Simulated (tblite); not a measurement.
Species: C₄H₉FOSi.
Z-matrix (Å and degrees, GFN2-xTB geometry), rows numbered from 1:
```
F 
C   1  1.3917
C   2  1.5228  1  108.12
Si  3  1.9044  2  109.89  1    69.46
C   4  1.9021  3  100.78  2    42.31
C   5  1.5270  4  108.79  3   -44.68
O   2  1.3750  1  109.67  3   127.44
H   2  1.1010  1  105.42  3  -119.54
H   3  1.0884  2  107.92  1   -53.93
H   3  1.0893  2  107.38  1  -169.72
H   4  1.4645  3  110.18  2   160.82
H   4  1.4647  3  110.44  2   -74.83
H   5  1.0909  4  110.74  3    74.83
H   5  1.0888  4  112.74  3  -164.97
H   6  1.0932  5  111.13  4   174.78
H   6  1.0967  5  110.04  4   -65.09
```

Calculated harmonic vibrations of the isolated species, GFN2-xTB (tblite), most abundant isotopes, no scaling. Errors from tens to a few hundred cm⁻¹ against measured bands are possible. Modes of hydrogen on silicon can be 10 to 20 % off. One conformer, not necessarily the lowest.

Harmonic wavenumbers (cm⁻¹): 97.2, 135.0, 266.5, 272.3, 341.7, 441.5, 457.3, 519.9, 551.4, 638.6, 663.2, 694.4, 749.9, 761.7, 795.2, 811.5, 879.2, 909.2, 979.9, 988.9, 1063.4, 1117.6, 1145.1, 1162.8, 1208.9, 1239.0, 1285.8, 1290.6, 1324.0, 1342.9, 1450.9, 1461.5, 1477.5, 2261.0, 2264.1, 2886.0, 2915.8, 2962.7, 2984.2, 3001.3, 3004.0, 3012.4.

A = 2935, B = 2176, C = 1585 MHz; mass 120.041 u (most abundant isotopes); point group C1, symmetry number 1.

**Question.** Zero-point energy?

**Answer.** Half the sum of the wavenumbers: 26908 cm⁻¹ = 76.93 kcal/mol.

**Question.** Entropy at 298.15 K, 1 bar (ideal gas, RRHO, classical rotation)?

**Answer.** Translation 40.29, rotation 27.85, vibration 16.43: S = 84.6 cal/(mol K).

**Question.** And Cp and H(298.15 K) − H(0)?

**Answer.** Cp = 31.45 cal/(mol K), of which vibrations give 23.50 (their classical limit is 42 R = 83.5); H(298.15 K) − H(0) = 5.33 kcal/mol without the zero-point energy, 2.96 from vibrations.

**Question.** How do the functions run with temperature in this model?

**Answer.** 
| T (K) | S (cal/(mol K)) | Cp (cal/(mol K)) | H − H(0) (kcal/mol) | G − H(0) (kcal/mol) | ln q(vib) |
| --- | --- | --- | --- | --- | --- |
| 50 | 54.7 | 9.8 | 0.42 | -2.31 | 0.08 |
| 100 | 62.5 | 13.2 | 1.00 | -5.25 | 0.49 |
| 373.15 | 92.4 | 38.5 | 7.96 | -26.52 | 4.58 |
| 500 | 105.1 | 48.4 | 13.49 | -39.05 | 6.95 |
| 750 | 127.4 | 61.6 | 27.38 | -68.20 | 11.78 |
| 1000 | 146.4 | 70.0 | 43.91 | -102.49 | 16.44 |

q(vib) and H(0) count from the zero-point level.

**Question.** What must be added to the electronic energy to get the Gibbs energy at 298.15 K and 1 bar?

**Answer.** ZPE + [H(298.15 K) − H(0)] − T·S = 76.93 + 5.33 − 25.22 = 57.04 kcal/mol.

**Question.** Which modes carry the vibrational entropy at 298.15 K?

**Answer.** 97.2 cm⁻¹: 3.51; 135.0 cm⁻¹: 2.87; 266.5 cm⁻¹: 1.62; 272.3 cm⁻¹: 1.58; 341.7 cm⁻¹: 1.20; 441.5 cm⁻¹: 0.82 cal/(mol K); the other 36 give 4.82 together.

**Question.** Blend soft modes into free rotors: weight 1/[1 + (100 cm⁻¹/ν̃)⁴] for the oscillator and the rest for a rotor with moment μB/(μ + B), μ = h/(8π²ν), B = 10⁻⁴⁴ kg m². What vibrational entropy results?

**Answer.** 16.04 cal/(mol K) in place of 16.43, which changes −T·S at 298.15 K by +0.11 kcal/mol.

Hindered rotation and anharmonicity are outside this model. Other conformers, if any are populated, would add a mixing term that is left out. The structure is chiral; the term R ln 2 for an equal mix with its mirror image is left out.
